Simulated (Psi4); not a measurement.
Sb₂, triplet, at a GFN2-xTB geometry (a higher spin typed on purpose: for a closed-shell molecule this is an excited state) (all electrons, no relativity); B3LYP/STO-3G (Psi4 1.11).

The Psi4 input:
```
memory 2 GB

molecule {
0 3
Sb   -0.00000000   -0.00000000   -1.35280165
Sb    0.00000000    0.00000000    1.35280165
}

set {
  basis sto-3g
  reference uks
  scf_type pk
  puream true
  d_convergence 1e-8
  dft_radial_points 99
  dft_spherical_points 590
}

energy('b3lyp')
print_variables()
```

Q: Write the output that Psi4 gives for this input, abridged.

A: 
```
   => Loading Basis Set <=

    Name: STO-3G
    Role: ORBITAL
    Keyword: BASIS

         ---------------------------------------------------------
                                   SCF
               by Justin Turney, Rob Parrish, Andy Simmonett
                          and Daniel G. A. Smith
                              UKS Reference
         ---------------------------------------------------------

  ==> Geometry <==

    Molecular point group: d2h
    Full point group: D_inf_h

    Geometry (in Angstrom), charge = 0, multiplicity = 3:

       Center              X                  Y                   Z               Mass
    ------------   -----------------  -----------------  -----------------  -----------------
         SB           0.000000000000     0.000000000000    -1.352801650000   120.903812000000
         SB           0.000000000000     0.000000000000     1.352801650000   120.903812000000

  Running in d2h symmetry.

  Rotational constants: A = ************  B =      0.03809  C =      0.03809 [cm^-1]
  Rotational constants: A = ************  B =   1142.03381  C =   1142.03381 [MHz]
  Nuclear repulsion =  508.718305064408412

  Charge       = 0
  Multiplicity = 3
  Electrons    = 102
  Nalpha       = 52
  Nbeta        = 50

  ==> Algorithm <==

  SCF Algorithm Type is PK.
  DIIS enabled.
  MOM disabled.
  Fractional occupation disabled.
  Guess Type is SAD.
  Energy threshold   = 1.00e-06
  Density threshold  = 1.00e-08
  Integral threshold = 1.00e-12

  ==> Primary Basis <==

  Basis Set: STO-3G
    Blend: STO-3G
    Number of shells: 22
    Number of basis functions: 54
    Number of Cartesian functions: 58
    Spherical Harmonics?: true
    Max angular momentum: 2

  ==> DFT Potential <==

   => LibXC <=

    Version 7.1.2
    S. Lehtola, C. Steigemann, M. J. T. Oliveira, and M. A. L. Marques,  SoftwareX 7, 1–5 (2018) (10.1016/j.softx.2017.11.002)

   => Composite Functional: B3LYP <=

    B3LYP Hyb-GGA Exchange-Correlation Functional

    P. J. Stephens, F. J. Devlin, C. F. Chabalowski, and M. J. Frisch,  J. Phys. Chem. 98, 11623 (1994) (10.1021/j100096a001)

    Deriv               =              1
    GGA                 =           TRUE
    Meta                =          FALSE

    Exchange Hybrid     =           TRUE
    MP2 Hybrid          =          FALSE

   => Exchange Functionals <=

    0.0800   Slater exchange
    0.7200         Becke 88

   => Exact (HF) Exchange <=

    0.2000               HF

   => Correlation Functionals <=

    0.1900   Vosko, Wilk & Nusair (VWN5_RPA)
    0.8100   Lee, Yang & Parr

   => LibXC Density Thresholds  <==

    XC_HYB_GGA_XC_B3LYP:  1.00E-15

   => Molecular Quadrature <=

    Radial Scheme          =       TREUTLER
    Pruning Scheme         =           NONE
    Nuclear Scheme         =       TREUTLER

    Blocking Scheme        =         OCTREE
    BS radius alpha        =              1
    Pruning alpha          =              1
    Radial Points          =             99
    Spherical Points       =            590
    Total Points           =          94452
    Total Blocks           =            780
    Max Points             =            256
    Max Functions          =             40
    Weights Tolerance      =       1.00E-15

  ==> Integral Setup <==

  Using in-core PK algorithm.
   Calculation information:
      Number of atoms:                   2
      Number of AO shells:              22
      Number of primitives:             66
      Number of atomic orbitals:        58
      Number of basis functions:        54

      Integral cutoff                 1.00e-12
      Number of threads:                 1

  Performing in-core PK
  Using 2206710 doubles for integral storage.
  We computed 19071 shell quartets total.
  Whereas there are 32131 unique shell quartets.

  ==> DiskJK: Disk-Based J/K Matrices <==

    J tasked:                  Yes
    K tasked:                  Yes
    wK tasked:                  No
    Schwarz Cutoff:          1E-12

[...]

  ==> Pre-Iterations <==

  SCF Guess: Superposition of Atomic Densities via on-the-fly atomic UHF (no occupation information).

   -------------------------
    Irrep   Nso     Nmo
   -------------------------
     Ag        13      13
     B1g        2       2
     B2g        6       6
     B3g        6       6
     Au         2       2
     B1u       13      13
     B2u        6       6
     B3u        6       6
   -------------------------
    Total      54      54
   -------------------------

  ==> Iterations <==

                        Total Energy        Delta E     RMS |[F,P]|

   @UKS iter SAD: -12502.88583227696290   -1.25029e+04   0.00000e+00
   @UKS iter   1: -12506.76081661727767   -3.87498e+00   1.16216e-02 DIIS/ADIIS
   @UKS iter   2: -12506.78214467556609   -2.13281e-02   1.62510e-04 DIIS/ADIIS
   @UKS iter   3: -12506.78216391933347   -1.92438e-05   2.18931e-05 DIIS
   @UKS iter   4: -12506.78216441669974   -4.97366e-07   3.32035e-06 DIIS
   @UKS iter   5: -12506.78216443067504   -1.39753e-08   3.09236e-07 DIIS
   @UKS iter   6: -12506.78216443080782   -1.32786e-10   7.17785e-09 DIIS
  Energy and wave function converged.

  ==> Post-Iterations <==

   Electrons on quadrature grid:
      Nalpha   =   52.0000013339 ; deviation = 1.334e-06
      Nbeta    =   50.0000012665 ; deviation = 1.266e-06
      Ntotal   =  102.0000026004 ; deviation = 2.600e-06

   @Spin Contamination Metric:   8.761917784E-04
   @S^2 Expected:                2.000000000E+00
   @S^2 Observed:                2.000876192E+00
   @S   Expected:                1.000000000E+00
   @S   Observed:                1.000000000E+00

    Orbital Energies [Eh]
    ---------------------

    Alpha Occupied:

[...]
       6B2g   -0.059574

    Alpha Virtual:

[...]
    Beta Occupied:

[...]
    Beta Virtual:

[...]
      13B1u    0.165310

    Final Occupation by Irrep:
             Ag   B1g   B2g   B3g    Au   B1u   B2u   B3u
    DOCC [    13,    2,    5,    5,    2,   12,    5,    6 ]
    SOCC [     0,    0,    1,    0,    0,    0,    1,    0 ]
    NA   [    13,    2,    6,    5,    2,   12,    6,    6 ]
    NB   [    13,    2,    5,    5,    2,   12,    5,    6 ]

  @UKS Final Energy: -12506.78216443080782

   => Energetics <=

    Nuclear Repulsion Energy =            508.7183050644084119
    One-Electron Energy =              -18289.1150865003764920
    Two-Electron Energy =                5540.7735265644860192
    DFT Exchange-Correlation Energy =    -267.1589095593262186
    Empirical Dispersion Energy =           0.0000000000000000
    VV10 Nonlocal Energy =                  0.0000000000000000
    Total Energy =                     -12506.7821644308078248

  UHF NO Occupations:
  HONO-2 :   12B1u 1.9995635
  HONO-1 :    6B2g 1.0000000
  HONO-0 :    6B2u 1.0000000
  LUNO+0 :   13B1u 0.0004365
  LUNO+1 :    6B3g 0.0000017

Computation Completed

Properties will be evaluated at   0.000000,   0.000000,   0.000000 [a0]

Properties computed using the SCF density matrix

 Multipole Moments:

 ------------------------------------------------------------------------------------
     Multipole            Electronic (a.u.)      Nuclear  (a.u.)        Total (a.u.)
 ------------------------------------------------------------------------------------

 L = 1.  Multiply by 2.5417464519 to convert [e a0] to [Debye]
 Dipole X            :          0.0000000            0.0000000            0.0000000
 Dipole Y            :          0.0000000            0.0000000            0.0000000
 Dipole Z            :          0.0000000            0.0000000            0.0000000
 Magnitude           :                                                    0.0000000

 ------------------------------------------------------------------------------------

  Variable Map:
  ----------------------------------------------------------------------------
[...]
  Array Variable Map:
  ----------------------------------------------------------------------------
[...]
[...]
```
